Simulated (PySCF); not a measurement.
Isomers of C2H7BN2. Level of theory: PBE0-D3(BJ)/def2-SVP geometry optimisation, gas phase (PySCF 2.14.0). One conformer each; no zero-point energy, no entropy. No frequencies were run at this level. Point groups hold within 0.08 Å.

Question: Rank from lowest to highest electronic energy at this level (kcal/mol).
A. `C=CB(N)N`
B. `[CH3:1][NH2+:2][BH2-:3][C:4]#[N:5]` with C1–N2–B3–C4 -62°
C. `[CH3:1][C:2]#[N+:3][BH2-:4][NH2:5]` with N3–B4–N5–H 76° and -76°

Answer: A (0.0), B (39.6), C (50.4).

```json
{"SMILES": "C=CB(N)N", "E (Eh)": "-214.43956", "E rel (kcal/mol)": "0.0", "dipole (D)": "1.45", "point group": "C1", "A, B, C (MHz)": "8353, 3738, 2635"}
{"SMILES": "C[NH2+][BH2-]C#N", "E (Eh)": "-214.37651", "E rel (kcal/mol)": "39.6", "dipole (D)": "7.46", "point group": "C1", "A, B, C (MHz)": "9392, 3179, 2616"}
{"SMILES": "CC#[N+][BH2-]N", "E (Eh)": "-214.35921", "E rel (kcal/mol)": "50.4", "dipole (D)": "7.35", "point group": "–", "A, B, C (MHz)": "20043, 1963, 1855"}
```
